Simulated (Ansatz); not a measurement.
Input for Ansatz (a quantum-chemistry and plane-wave program): R-PBE/def2-TZVPPD on CH4OSe (a complex), monomers drawn apart or pushed together. Files ending in .json are basis or fitting sets from the Basis Set Exchange.

Ansatz 0.2 input:
```yaml
crystal:
  periodic: [false, false, false]
  atoms:
    - {symbol: C, position_ang: [0.35369503, 0.06697859, -0.32921508]}
    - {symbol: O, position_ang: [1.08376514, -0.66806895, 0.27787216]}
    - {symbol: H, position_ang: [0.20414094, -0.03381530, -1.42102299]}
    - {symbol: H, position_ang: [-0.20388032, 0.87851390, 0.17369570]}
    - {symbol: Se, position_ang: [0.84378335, 0.59649960, 2.89403267]}
    - {symbol: H, position_ang: [0.40348602, -0.80308906, 2.87477669]}
    - {symbol: H, position_ang: [0.19743140, 0.83194940, 4.19589423]}
basis:
  gaussian:
    orbitals: def2-TZVPPD.json
hamiltonian:
  xc: {name: PBE}
scf: {lower_state_search: off}
```

The head of its log:

```
WARN ansatz: RAYON_NUM_THREADS=1 ignored (pool sized by the plan → 1); use --threads N
Functional definition: PBE
these checks for a lower state are left out or cut short: stability, starts, cluster_reference, orbital_swaps, neighbouring_geometries, increment
integrals: 0.10 GiB planned
1017 factors; their error is unknown
mean field: 0.78 GiB planned
mean field evaluation 1: about -68481.5264 eV, gradient 4.7e1 eV
mean field evaluation 2: about -68465.2769 eV, gradient 1.0e2 eV
```

Task: What total energy does the run end on?

Result: -2516.8065 hartree.
